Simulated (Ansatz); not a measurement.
Molecule: sum formula SiH3Cl (charge -1, doublet). 
Coordinates optimised at B3LYP-D3(BJ)/def2-TZVP (Ansatz, a quantum-chemistry and plane-wave program):
```
Si
H 1 1.4986
H 1 1.4986 2 105.90
H 1 1.5513 2 99.61 3 102.96
Cl 1 2.5598 2 92.59 4 163.61
```
Charge -1, spin multiplicity 2.

Basis-set convergence of Hartree-Fock and CCSD(T) correlation energies (hartree) with Ansatz. Correlated levels leave the core frozen unless marked. Open shells are spin-unrestricted. Spin-orbit coupling is left out. No relativistic terms. This anion needs diffuse functions, which these sets lack.

```tsv
basis	functions	E(HF)	E(corr, CCSD(T))
cc-pV(D+d)Z	61	-750.19087	-0.29084
cc-pV(T+d)Z	120	___	___
```

### Question
Fill in the missing entries.

### Answer

- cc-pV(T+d)Z, E(HF): -750.22124
- cc-pV(T+d)Z, E(corr, CCSD(T)): -0.38585
